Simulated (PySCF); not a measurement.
C₆ coefficients of unlike pairs at PBE0

Calculated with PySCF 2.14 from the dipole response of each species, C₆(A,B) = (3/π) ∫ α_A(iu) α_B(iu) du, in atomic units, from isotropic polarisabilities. For ions this is the dispersion term alone; charge-induced terms of lower order in 1/R come first.

| species | configuration | basis | relativity | α (bohr³) | C₆ (like pair) |
| --- | --- | --- | --- | --- | --- |
| Zn | [Ar] 3d10 4s2 (1S) | def2-TZVPPD (6s6p4d2f1g) | none | 42.30 | 302.6 |
| Sc⁺ | [Ar] 3d1 4s1 (3D) | aug-cc-pwCVTZ-DK (10s9p7d4f3g) | spin-free X2C | 62.98 | 435.6 |
| P²⁺ | [Ne] 3s2 3p1 (2P) | aug-cc-pCVQZ-DK (10s9p7d5f3g) | spin-free X2C | 9.225 | 33.35 |
| Sn⁺ | [Kr] 4d10 5s2 5p1 (2P) | aug-cc-pwCVTZ-DK3 (10s9p7d4f1g) | spin-free X2C | 27.38 | 213.4 |

Problem. Estimate C₆ for P²⁺ with Zn.

Solution. The integral gives 93.59. The combination rule 2 C_A C_B / (C_A α_B/α_A + C_B α_A/α_B) gives 92.19 and the geometric mean 100.5.

No spin-orbit coupling is included.

The other pairs:

```tsv
pair	C₆
P²⁺, Sc⁺	104.6
Sc⁺, Zn	356.8
Sn⁺, Sc⁺	279.8
Sn⁺, P²⁺	83.65
Sn⁺, Zn	245.7
```
